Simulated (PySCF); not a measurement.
Cl$_{2}$Ge, singlet, geometry from GFN2-xTB. Base run: DF-B3LYP/6-31G* run with PySCF.

Input for PySCF:
```python
from pyscf import gto, scf, dft

mol = gto.M(
    atom='''
Ge   -0.00059285   -0.00984996    0.71845420
Cl    1.03004534    1.30072876   -0.65763687
Cl   -1.02892939   -1.28218766   -0.69474750
''',
    basis='6-31g*',
    verbose=4,
)

mf = dft.RKS(mol)
mf.xc = 'b3lyp'
mf = mf.density_fit(auxbasis='def2-universal-jkfit')
mf.kernel()
mf.analyze()
```

The base run was repeated with changes; each row names its change, and settings that it needs were set with it.

```json
[
 {"change": "base", "basis functions": "68", "E (Eh)": "-2997.23954", "HOMO (eV)": "-7.90", "HOMO-LUMO gap (eV)": "4.64", "dipole (D)": "1.98"},
 {"change": "basis = LANL2DZ", "basis functions": "24", "E (Eh)": "-33.72235", "HOMO (eV)": "-8.01", "HOMO-LUMO gap (eV)": "4.49", "dipole (D)": "2.66"},
 {"change": "basis = 3-21G", "basis functions": "(withheld)", "E (Eh)": "(withheld)", "HOMO (eV)": "(withheld)", "HOMO-LUMO gap (eV)": "(withheld)", "dipole (D)": "(withheld)"},
 {"change": "basis = 6-31G", "basis functions": "(withheld)", "E (Eh)": "(withheld)", "HOMO (eV)": "(withheld)", "HOMO-LUMO gap (eV)": "(withheld)", "dipole (D)": "(withheld)"},
 {"change": "basis = pcseg-1", "basis functions": "(withheld)", "E (Eh)": "(withheld)", "HOMO (eV)": "-8.01", "HOMO-LUMO gap (eV)": "(withheld)", "dipole (D)": "(withheld)"},
 {"change": "basis = def2-SV(P)", "basis functions": "68", "E (Eh)": "-2997.01031", "HOMO (eV)": "-7.66", "HOMO-LUMO gap (eV)": "4.64", "dipole (D)": "1.71"},
 {"change": "basis = cc-pV(D+d)Z", "basis functions": "73", "E (Eh)": "-2997.54409", "HOMO (eV)": "-7.80", "HOMO-LUMO gap (eV)": "4.63", "dipole (D)": "1.93"},
 {"change": "basis = aug-pcseg-1", "basis functions": "90", "E (Eh)": "-2997.30728", "HOMO (eV)": "-8.00", "HOMO-LUMO gap (eV)": "4.63", "dipole (D)": "1.90"},
 {"change": "basis = cc-pVTZ", "basis functions": "111", "E (Eh)": "-2997.64901", "HOMO (eV)": "-7.89", "HOMO-LUMO gap (eV)": "4.67", "dipole (D)": "1.89"},
 {"change": "basis = def2-TZVP", "basis functions": "122", "E (Eh)": "-2997.59638", "HOMO (eV)": "-7.87", "HOMO-LUMO gap (eV)": "4.66", "dipole (D)": "1.93"},
 {"change": "basis = def2-TZVPP", "basis functions": "(withheld)", "E (Eh)": "(withheld)", "HOMO (eV)": "-7.87", "HOMO-LUMO gap (eV)": "4.66", "dipole (D)": "1.93"},
 {"change": "basis = def2-QZVP", "basis functions": "215", "E (Eh)": "-2997.67233", "HOMO (eV)": "-7.92", "HOMO-LUMO gap (eV)": "4.65", "dipole (D)": "1.91"},
 {"change": "basis = def2-QZVPP", "basis functions": "229", "E (Eh)": "-2997.67260", "HOMO (eV)": "-7.93", "HOMO-LUMO gap (eV)": "4.66", "dipole (D)": "1.92"}
]
```

Task: What belongs in the gaps?

Result: 
- basis = 3-21G, basis functions: 48
- basis = 3-21G, E (Eh): -2983.06228
- basis = 3-21G, HOMO (eV): -7.99
- basis = 3-21G, HOMO-LUMO gap (eV): 4.52
- basis = 3-21G, dipole (D): 2.72
- basis = 6-31G, basis functions: 53
- basis = 6-31G, E (Eh): -2997.13192
- basis = 6-31G, HOMO (eV): -8.06
- basis = 6-31G, HOMO-LUMO gap (eV): 4.50
- basis = 6-31G, dipole (D): 2.63
- basis = pcseg-1, basis functions: 63
- basis = pcseg-1, E (Eh): -2997.30364
- basis = pcseg-1, HOMO-LUMO gap (eV): 4.62
- basis = pcseg-1, dipole (D): 2.05
- basis = def2-TZVPP, basis functions: 132
- basis = def2-TZVPP, E (Eh): -2997.59644

Totals compare only among sets that treat the same electrons; sets with core potentials leave the core out.
